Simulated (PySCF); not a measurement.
Al(Cl)(F)(SiH3) (AlClFH3Si), SMILES [SiH3][Al]([F])[Cl].

Geometry: PBE-D3(BJ)/def2-SVP.

Method: PBE-D3(BJ)/def2-SVP (PySCF).

Frequencies are harmonic and unscaled.

| mode | ν (cm⁻¹) | IR (km/mol) | Raman (Å⁴/amu) | depolarisation | moving atoms (share of kinetic energy) |
|---|---|---|---|---|---|
| 1 | 16 | 0.1 | 0.1 | 0.75 | H 95 % |
| 2 | 96 | 2.3 | 2.0 | 0.70 | Cl 31 %, Si 23 %, Al 17 %, F 16 %, H 12 % |
| 3 | 174 | 28.5 | 0.9 | 0.75 | Al 65 %, F 15 %, H 12 % |
| 4 | 187 | 22.7 | 2.1 | 0.62 | F 57 %, Si 18 %, Cl 17 % |
| 5 | 343 | 1.5 | 21.2 | 0.11 | Si 40 %, Cl 23 %, Al 16 %, F 16 % |
| 6 | 443 | 0.1 | 2.4 | 0.75 | H 81 %, Si 10 %, Al 8 % |
| 7 | 451 | 9.3 | 7.8 | 0.72 | H 82 %, Si 11 % |
| 8 | 559 | 142.6 | 2.0 | 0.65 | Al 63 %, Cl 26 % |
| 9 | 813 | 177.7 | 4.6 | 0.70 | H 86 %, Si 8 % |
| 10 | 849 | 54.8 | 3.5 | 0.66 | F 49 %, Al 42 % |
| 11 | 895 | 45.1 | 25.7 | 0.75 | H 96 % |
| 12 | 897 | 30.8 | 27.0 | 0.75 | H 98 % |
| 13 | 2149 | 34.2 | 243.2 | 0.01 | H 99 % |
| 14 | 2163 | 57.3 | 131.6 | 0.74 | H 96 % |
| 15 | 2174 | 64.6 | 151.6 | 0.62 | H 96 % |
